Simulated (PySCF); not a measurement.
# Lu⁺ (lutetium, charge +1) across methods

[Xe] 4f14 5d2, high-spin 3F determinant (an excited configuration). Computed with PySCF 2.14 in ANO-RCC-VTZP (8s7p5d3f2g1h, 104 functions), with scalar relativity by spin-free X2C-1e.

| method | E (hartree) | mean ε 4f α (eV) | mean ε 4f β (eV) | mean ε 5d α (eV) | Σ⟨r²⟩ (bohr²) | ⟨S²⟩ |
| --- | --- | --- | --- | --- | --- | --- |
| LDA | -14553.02 | -15.103 | -14.965 | -7.785 | 51.15 | 2.001 |
| r2SCAN | -14562.78 | -14.474 | -14.333 | -7.860 | 50.49 | 2.002 |
| UHF | -14557.53337 | -26.850 | -26.824 | -10.728 | 50.28 | 2.005 |
| PW91 | -14564.25 | -14.798 | -14.668 | -7.790 | 51.15 | 2.001 |
| PBE0 | -14562.45 | -17.856 | -17.740 | -8.590 | 50.60 | 2.002 |
| PBE | -14562.71 | -14.715 | -14.586 | -7.740 | 51.20 | 2.001 |
| B3LYP | -14562.98 | -17.300 | -17.180 | -8.447 | 51.01 | 2.001 |

Spin-orbit coupling, absent here, splits the open shell strongly.
